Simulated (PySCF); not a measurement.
Input for PySCF: R-B3LYP/3-21G on HCl (SMILES Cl).

```python
from pyscf import gto, scf, dft, mp
from pyscf.data.elements import chemcore

mol = gto.M(
    atom='''
    Cl    0.97051337    1.14427676    0.16513436
    H     0.76777779    0.40121633    1.31594875
    ''',
    basis='3-21g',
    charge=0, spin=0, verbose=3, max_memory=1800)
mf = dft.RKS(mol, xc='b3lyp')
mf.conv_tol = 1e-8
mf.max_cycle = 100
mf.kernel()
if not mf.converged:
    mf = mf.newton().run(mf.mo_coeff, mf.mo_occ)
```

Problem. Predict the final total energy.

Solution. -458.5872 hartree.
